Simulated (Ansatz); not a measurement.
`B[CH2][AlH][GeH3]` + `C[S][GeH2][Cl]` → `C[S][AlH][GeH3]` + `B[CH2][GeH2][Cl]`  (redistribution)

Gas-phase electronic energies from Ansatz, PBE0-D4/def2-TZVP geometries. CCSD(T)/CBS adds triple-zeta CCSD(T) − MP2 to the extrapolated MP2 energy (def2 sets, frozen cores). DFT in def2-TZVPP. For Ge outer-core shells are correlated without core-valence functions, which leaves a few kJ/mol of doubt a bond. Scalar relativity is left out up to krypton. Each species was taken in one conformer, which may not be the lowest.

`B[CH2][AlH][GeH3]`:

```xyz
12

B     0.449    0.664   -1.794
C     1.498    0.306   -0.772
Al    0.516   -0.927    0.439
Ge   -1.556   -0.157    1.549
H    -0.390    1.486   -1.546
H     0.371    0.066   -2.832
H     2.387   -0.242   -1.088
H     1.724    1.081   -0.025
H     1.148   -2.358    0.710
H    -1.506    1.346    1.889
H    -2.767   -0.353    0.614
H    -1.873   -0.912    2.854
```

`C[S][GeH2][Cl]`:

Z-matrix (Å, degrees):
```
C
S 1 1.815
H 1 1.089 2 110.8
H 1 1.090 2 111.3 3 123.0
H 1 1.090 2 106.4 3 -118.4
Ge 2 2.193 1 99.2 3 -61.2
Cl 6 2.164 2 109.8 1 62.6
H 6 1.531 2 108.5 1 -179.6
H 6 1.535 2 111.4 1 -53.1
```

`C[S][AlH][GeH3]`:

```xyz
11

C    -1.437   -1.461    0.207
S    -1.617   -0.565   -1.367
Al   -0.026    0.910   -1.352
Ge    1.552    1.029    0.553
H    -2.193   -1.114    0.910
H    -1.593   -2.520    0.008
H    -0.448   -1.326    0.643
H     0.018    1.861   -2.617
H     0.947    1.813    1.735
H     1.929   -0.361    1.105
H     2.868    1.734    0.174
```

`B[CH2][GeH2][Cl]`:

Z-matrix (Å, degrees):
```
C
Ge 1 1.971
B 1 1.534 2 106.9
H 1 1.093 2 103.3 3 122.3
H 1 1.093 2 103.2 3 -122.2
Cl 2 2.160 1 106.0 3 -179.7
H 2 1.534 1 112.7 3 -63.7
H 2 1.534 1 112.6 3 64.2
H 3 1.198 1 120.6 2 88.1
H 3 1.198 1 120.6 2 -87.8
```

```tsv
level	ΔE (kJ/mol)	difference from CCSD(T)/CBS
r2SCAN-D4	-33.1	6.1
ωB97X-V	-35.6	3.6
ωB97M-V	-33.4	5.8
PBE	-30.9	8.3
PBE0	-33.9	5.3
SCS-MP2/def2-TZVPP	-40.2	-1.0
CCSD/def2-TZVPP	-40.9	-1.7
MP2/def2-QZVPP	-38.9	0.3
SCS-MP2/def2-QZVPP	-40.2	-1.0
CCSD/CBS(def2)	-40.4	-1.2
CCSD(T)/CBS	-39.2	0
```

Largest T1 diagnostic among the species: 0.012.

In def2-TZVPP, CCSD(T) changes the Hartree–Fock value by +5.7 kJ/mol (the triples alone add +1.2 kJ/mol) and MP2 by +6.0 kJ/mol. From PBE to PBE0 (25 % exact exchange), in def2-TZVPP and without D4, ΔE moves by −3.0 kJ/mol.
